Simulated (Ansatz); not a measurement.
Results of the Gaussian-basis code of Ansatz.

A structure relaxed at PBE0-D4/def2-TZVP, charge 0, multiplicity 1:

Cartesian coordinates in Å:
```
O -0.825 -1.824 -0.007
Hf -0.104 -0.071 -0.132
O -0.534 0.892 -1.712
Se 2.456 -0.441 0.079
Se -0.987 1.448 1.777
H -1.345 -2.620 -0.060
H -0.752 1.181 -2.592
H 2.667 1.004 -0.114
H -0.575 0.433 2.761
```

**Question.** Give its formula and SMILES.

**Answer.** H4HfO2Se2, `[OH][Hf]([OH])([SeH])[SeH]`.

**Question.** Point group (tolerance 0.08 Å, 0.16 Å for H)?

**Answer.** C2.

**Question.** Summarise the bond lengths by kind.

**Answer.** 2 × Hf–O 1.900 Å; 2 × H–O 0.952 Å; 2 × Hf–Se 2.595 Å; 2 × H–Se 1.472 Å.
